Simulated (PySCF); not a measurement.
```xyz
5
charge 0 multiplicity 5, angstrom
Pd    0.0000    0.0000    0.0000
F     0.0000    1.6476   -0.9582
F     0.0000   -1.6476   -0.9582
F     1.6476    0.0000    0.9582
F    -1.6476    0.0000    0.9582
```

Level of theory: UPBE0/[Pd def2-SVP with ECP28, F def2-SVP], scalar-relativistic core potentials, density fitting, no spin–orbit coupling, PySCF.

This geometry of PdF₄ is a stationary point at this level.

Task: What is the point group?

Result: D2d.

Task: Is it a minimum?

Result: Yes: all harmonic wavenumbers are real, though the softest, 60 cm⁻¹, leaves little margin.

Task: List the harmonic modes with their infrared intensities.

Result: 
```json
{"symmetry": "b2", "ω (cm⁻¹)": "60", "IR (km/mol, summed over degenerate members)": "20.5", "type": "bend"}
{"symmetry": "b1", "ω (cm⁻¹)": "81", "IR (km/mol, summed over degenerate members)": "0.0", "type": "bend"}
{"symmetry": "a1", "ω (cm⁻¹)": "108", "IR (km/mol, summed over degenerate members)": "0.0", "type": "bend"}
{"symmetry": "e", "ω (cm⁻¹)": "133", "IR (km/mol, summed over degenerate members)": "16.6", "type": "bend"}
{"symmetry": "b2", "ω (cm⁻¹)": "553", "IR (km/mol, summed over degenerate members)": "27.7", "type": "stretch"}
{"symmetry": "a1", "ω (cm⁻¹)": "568", "IR (km/mol, summed over degenerate members)": "0.0", "type": "stretch"}
{"symmetry": "e", "ω (cm⁻¹)": "600", "IR (km/mol, summed over degenerate members)": "51.4", "type": "stretch"}
```

Task: What are the dipole moment and the gap between the highest occupied and lowest empty levels of either spin?

Result: 0.00 D and 2.72 eV.

Task: What is the atomisation energy, with and without zero-point energy?

Result: 866 kJ/mol without, 849 kJ/mol with.

In D2d the vibrations span 2b2 + b1 + 2a1 + 2e. The a1, b1 modes carry no infrared intensity, as symmetry demands.

This need not be the most stable arrangement of these atoms. With open d or f shells other occupations or spin states may lie lower. At this level a triplet minimum of D2h symmetry lies 101 kJ/mol below this structure.
